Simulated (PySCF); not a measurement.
Ionising GaSn

UHF-CCSD(T); PySCF, scalar-relativistic core potentials, basis sets Ga cc-pVDZ-PP with ECP10, Sn cc-pVDZ-PP with ECP28. Neutral (UHF): quartet (σ ↑, π ↑↑), Re = 2.708 Å, ωe = 182 cm⁻¹, De = 1.88 eV.

GaSn⁺ (UHF): triplet (σ ↑, π ↑), Re = 3.122 Å, ωe = 103 cm⁻¹, De = 0.91 eV to Ga⁺ + Sn. The energies at the minima are -471.82484 hartree for GaSn and -471.57701 for GaSn⁺.

Task: Work out the adiabatic ionisation energy, without and with harmonic zero-point energies (1 hartree = 27.2114 eV, 1 eV = 8065.5 cm⁻¹), and the change of the bond length.

Result: At UHF-CCSD(T): 0.24783 hartree = 6.744 eV between the minima; the zero-point term (103.0 − 182.0)/2 cm⁻¹ = -0.005 eV makes it 6.739 eV. Re changes by +41.4 pm against the neutral. The electron leaves a π orbital, and the ion is left as a loose complex of an ion and an atom.

Correlated steps freeze 8 core orbitals. Correlated levels converge slowly with the basis: in double zeta they bind strong bonds too weakly, by up to about 1 eV, and carry superposition errors of some tenths. Spin–orbit coupling is left out, which matters for elements this heavy, above all for dissociation energies. For an ion De counts to the pair picked by the measured ionisation energies or electron affinities, which need not be the lowest pair at this level. States were picked by a PBE0 search and need not be the measured ground states.
